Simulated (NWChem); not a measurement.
Everything below was run with NWChem. System: CuF, charge 0, spin multiplicity 1, at a geometry optimised with B3LYP/def2-SVP. The structure started from a generated list of species.

Job file:

```
start mol
memory heap 200 mb stack 900 mb global 1100 mb
geometry units angstroms nocenter noautoz
  Cu     0.000000     0.000000    -0.414585
  F      0.000000     0.000000     1.335886
  symmetry group C2v
end
basis spherical
  * library def2-svpd
end
dft
  xc b3lyp
  semidirect memsize 60000000 filesize 0
  iterations 100
end
tddft
  rpa
  nroots 6
  notriplet
  thresh 1e-4
end
task tddft energy
```

The output up to the point where the run's verdict is printed (cleaned and shortened):

```
             Northwest Computational Chemistry Package (NWChem) 7.3.0
             --------------------------------------------------------

                                NWChem Input Module
                                -------------------

 Scaling coordinates for geometry "geometry" by  1.889725989
 (inverse scale =  0.529177249)

 Turning off AUTOSYM since
 SYMMETRY directive was detected!

                             Geometry "geometry" -> ""
                             -------------------------

 Output coordinates in angstroms (scale by  1.889725989 to convert to a.u.)

  No.       Tag          Charge          X              Y              Z
 ---- ---------------- ---------- -------------- -------------- --------------
    1 Cu                  29.0000     0.00000000     0.00000000    -0.41458500
    2 F                    9.0000     0.00000000     0.00000000     1.33588600

 Effective nuclear repulsion energy (a.u.)      78.9017710027

            Nuclear Dipole moment (a.u.)
            ----------------------------
        X                 Y               Z
 ---------------- ---------------- ----------------
     0.0000000000     0.0000000000     0.0000170075

      Symmetry information
      --------------------

 Group name             C2v
 Group number             16
 Group order               4
 No. of unique centers     2

      Symmetry unique atoms

     1    2


 Summary of "ao basis" -> "" (spherical)
 ------------------------------------------------------------------------------
       Tag                 Description            Shells   Functions and Types
 ---------------- ------------------------------  ------  ---------------------
 *                         def2-svpd                  on all atoms

                                 NWChem DFT Module
                                 -----------------

 Summary of "ao basis" -> "ao basis" (spherical)
 ------------------------------------------------------------------------------
       Tag                 Description            Shells   Functions and Types
 ---------------- ------------------------------  ------  ---------------------
[...]
         159.678879864704           0.000000000000           0.000000000000
           0.000000000000         159.678879864704           0.000000000000
           0.000000000000           0.000000000000           0.000000000000

     Multipole analysis of the density
     ---------------------------------

     L   x y z        total         alpha         beta         nuclear
     -   - - -        -----         -----         ----         -------
     0   0 0 0     -0.000000    -19.000000    -19.000000     38.000000

     1   1 0 0      0.000000      0.000000      0.000000      0.000000
     1   0 1 0      0.000000      0.000000      0.000000      0.000000
     1   0 0 1     -0.741961     -0.370989     -0.370989      0.000017

     2   2 0 0    -15.385909     -7.692955     -7.692955      0.000000
     2   1 1 0      0.000000      0.000000      0.000000      0.000000
     2   1 0 1     -0.000000     -0.000000     -0.000000      0.000000
     2   0 2 0    -15.385909     -7.692955     -7.692955      0.000000
     2   0 1 1     -0.000000     -0.000000     -0.000000      0.000000
     2   0 0 2    -20.622198    -47.889165    -47.889165     75.156132

                                NWChem TDDFT Module
                                -------------------

            General Information
            -------------------
           No. of orbitals :     114
            Alpha orbitals :      57
             Beta orbitals :      57
        Alpha frozen cores :       0
         Beta frozen cores :       0
     Alpha frozen virtuals :       0
      Beta frozen virtuals :       0
         Spin multiplicity :       1
    Number of AO functions :      57
        Use of symmetry is : off
      Symmetry adaption is : on
         Schwarz screening :  0.10D-07

              XC Information
              --------------
                  B3LYP Method XC Potential
              Hartree-Fock (Exact) Exchange   0.20
                 Slater Exchange Functional   0.80 local
             Becke 1988 Exchange Functional   0.72 non-local
       Lee-Yang-Parr Correlation Functional   0.81
           VWN I RPA Correlation Functional   0.19 local

             TDDFT Information
             -----------------
          Calculation type : TDDFT
         Wavefunction type : Restricted singlets
          No. of electrons :      38
           Alpha electrons :      19
            Beta electrons :      19
              No. of roots :       6
          Max subspacesize :    5200
            Max iterations :     100
               Target root :       1
           Target symmetry : none
      Symmetry restriction : off
                 Algorithm : Optimal
        Davidson threshold :  0.10D-03

            Memory Information
            ------------------
          Available GA space size is         144175951 doubles
          Available MA space size is          50654004 doubles
          Length of a trial vector is          722
          Algorithm : Incore multiple tensor contraction
          Estimated peak GA usage is          15195212 doubles
          Estimated peak MA usage is             25800 doubles

    6 smallest eigenvalue differences (eV)
--------------------------------------------------------
  No. Spin  Occ  Vir  Irrep   E(Occ)    E(Vir)   E(Diff)
--------------------------------------------------------
    1    1   19   20 a2       -0.276    -0.695   -11.416
    2    1   18   20 b1       -0.389    -0.695    -8.326
    3    1   17   20 b2       -0.389    -0.695    -8.326
    4    1   16   20 a2       -0.442    -0.695    -6.900
    5    1   15   20 a2       -0.774    -0.695     2.131
    6    1   14   20 b1       -0.809    -0.695     3.101
--------------------------------------------------------

  Entering Davidson iterations
  Restricted singlet excited states

  Iter   NTrls   NConv    DeltaV     DeltaE      Time
  ----  ------  ------  ---------  ---------  ---------
```

The program stopped with an error. NWChem stopped with the message: tddft_diagon: A-B is not positive-definite; try TDA.
